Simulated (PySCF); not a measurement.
# Cost against result

Saddle point of GeNH7O, singlet (GeH₄O ([OH][GeH3]) + NH₃ → GeNH₅ ([NH2][GeH3]) + H₂O; bonds formed: Ge1–N7, O2–H6; bonds broken: Ge1–O2, H6–N7), PBE0-D4/def2-TZVP structure:

Ge1  (-0.429, 0.341, -0.790)
O2  (0.048, 1.073, 1.191)
H3  (-0.509, -0.594, -2.064)
H4  (-1.910, 0.432, -0.382)
H5  (0.333, 1.566, -1.306)
H6  (0.556, -0.187, 1.085)
N7  (0.696, -0.959, 0.242)
H8  (-0.693, 1.273, 1.764)
H9  (0.271, -1.868, 0.369)
H10  (1.638, -1.078, -0.109)
(Å)

Barriers are electronic and count from the start structure reached by relaxing down the imaginary mode.

Computed with PySCF 2.14 with density fitting (its default auxiliary sets; JK sets also for MP2 and CCSD(T)) (basis: as named in each row); correlated methods freeze the cores. Filled d shells of the heavier atoms are correlated. The def2 sets are not built for correlating such inner shells, so the correlated values are less sure here. B3LYP uses VWN-RPA correlation. Extrapolation: Hartree–Fock as exp(−7.88 √X), correlation as X^−2.97.

Times are rough, for one single point on 4 threads of a shared host (Arm Neoverse V1).

The estimate by CCSD(T) at an estimated basis limit (MP2 extrapolated from triple and quadruple zeta, plus CCSD(T) − MP2 in triple zeta) is 31.09 kcal/mol.

```csv
method,basis,time (s),barrier (kcal/mol),method less estimate
HF,STO-3G,under 1,43.94,12.85
B3LYP-D4,6-31G,4,16.26,-14.83
PBE0-D4,def2-SVP,5,25.40,-5.69
PBE-D4,def2-SVP,6,22.18,-8.91
MP2,def2-QZVPP,8,29.88,-1.21
SPW92,def2-TZVPP,11,17.71,-13.38
PBE0-D4,def2-TZVPP,14,27.37,-3.72
BHLYP-D4,def2-TZVPP,14,33.42,2.33
PBE-D4,def2-TZVPP,15,24.37,-6.72
B3LYP-D4,def2-TZVPP,15,29.86,-1.23
r2SCAN-D4,def2-TZVPP,33,27.15,-3.94
CCSD(T),def2-SVP,41,31.88,0.79
wB97M-V,def2-TZVPP,210,30.06,-1.03
CCSD(T),def2-TZVPP,950,30.86,-0.23
```

All methods are single points on the PBE0-D4 structures.

The T1 diagnostic stays at or below 0.012.

Labels in which every atom is bracketed show which atoms are joined, not bond orders.
